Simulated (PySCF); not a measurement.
**SiOI2, singlet: structure and spectrum**

Method: PBE/[Si def2-SVP, O def2-SVP, I def2-SVP with ECP28], scalar-relativistic core potentials, density fitting, no spin–orbit coupling, PySCF.

The structure is a minimum.

```json
{"Point group": "C2v", "Bond lengths": "Si–I 2.436 Å (×2), Si–O 1.550 Å", "Bond angles": "I–Si–I 111.0°, I–Si–O 124.5° (×2)", "Atomisation energy without zero-point energy": "1184 kJ/mol", "Lowest empty level": "-3.61 eV", "Principal quadrupole moments (Buckingham, traceless) about the centre of mass": "-12.85, 3.70, 9.15 D Å", "Heat capacity Cp at 298.15 K": "70.9 J/(mol K)", "Principal polarisabilities": "45.3, 74.5, 117.2 bohr³", "Rotational constants": "0.1016, 0.01648, 0.01418 cm⁻¹", "Highest occupied level": "-6.77 eV", "Zero-point energy": "14.1 kJ/mol", "Enthalpy at 298.15 K above 0 K": "16.82 kJ/mol", "Dipole moment": "3.06 D", "Entropy at 298.15 K and 1 bar": "345.9 J/(mol K)", "Rotational symmetry number": "2"}
```

Harmonic modes (masses in u: Si 27.977, O 15.995, I 126.904):
```tsv
symmetry	ω (cm⁻¹)	IR (km/mol)	μ (u)	type
a1	85	0.0	74.20	bend
b2	192	10.3	18.88	bend
b1	216	13.8	23.55	bend
a1	272	3.9	28.59	mixed
b2	428	203	29.56	mixed
a1	1168	66.8	19.18	stretch
```

In C2v the vibrations span 3a1 + 2b2 + b1. Here b1 is antisymmetric to the molecular plane and b2 lies in it.

Charges (e):
```csv
atom,Mulliken,Löwdin,polar tensor,Mayer order to Si1
Si1,0.44,0.24,1.24,–
O2,-0.33,-0.32,-0.60,2.13
"I3,4",-0.06,0.04,-0.32,1.05
```

Mulliken populations on Si1: s 5.22, p 7.98, d 0.36.

Counting electrons, silicon keeps none of its valence electrons outside its bonds, so the VSEPR class is AX3 and the expected shape is trigonal planar; with unlike ligands the computed point group is C2v.

Other isomers or separated fragments may lie lower.

The final relaxation and frequency run took 43 s on 2 threads of a shared Arm Neoverse V1 host, with 84 basis functions and 13 gradients; the process peaked at 0.91 GiB.
